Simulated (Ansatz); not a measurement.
`ClC[SiH2][SnH3]` and `FC[SiH2][SnH3]` differ in one atom or group.

Ansatz, PBE0-D4/def2-TZVP geometries, multiplicity 1. Each molecule was computed in one conformer, which needn't be the lowest.

Elements past krypton have def2 core potentials.

```json
{"property": "HOMO energy (B3LYP/def2-TZVPP) / eV", "`ClC[SiH2][SnH3]`": "-7.76"}
{"property": "HOMO–LUMO gap (PBE0/def2-TZVPP) / eV", "`ClC[SiH2][SnH3]`": "7.61"}
{"property": "HOMO energy (PBE/def2-TZVPP) / eV", "`ClC[SiH2][SnH3]`": "-6.86"}
{"property": "HOMO–LUMO gap (PBE/def2-TZVPP) / eV", "`ClC[SiH2][SnH3]`": "5.66"}
{"property": "size of the dipole moment (B3LYP/def2-TZVPP) / D", "`ClC[SiH2][SnH3]`": "1.65"}
{"property": "LUMO energy (PBE0/def2-TZVPP) / eV", "`ClC[SiH2][SnH3]`": "-0.35"}
```

Task: What does the change do to each property? (An estimate is asked.)

Result: Ansatz gave: 
```json
{"property": "HOMO energy (B3LYP/def2-TZVPP) / eV", "`FC[SiH2][SnH3]`": "-7.74", "shift": "0.02"}
{"property": "HOMO–LUMO gap (PBE0/def2-TZVPP) / eV", "`FC[SiH2][SnH3]`": "7.77", "shift": "0.16"}
{"property": "HOMO energy (PBE/def2-TZVPP) / eV", "`FC[SiH2][SnH3]`": "-6.84", "shift": "0.02"}
{"property": "HOMO–LUMO gap (PBE/def2-TZVPP) / eV", "`FC[SiH2][SnH3]`": "5.91", "shift": "0.25"}
{"property": "size of the dipole moment (B3LYP/def2-TZVPP) / D", "`FC[SiH2][SnH3]`": "1.64", "shift": "-0.01"}
{"property": "LUMO energy (PBE0/def2-TZVPP) / eV", "`FC[SiH2][SnH3]`": "-0.15", "shift": "0.20"}
```

Dipoles are sizes alone; their direction can turn.

B3LYP here is the variant with VWN-RPA as its local correlation; programs differ in this.
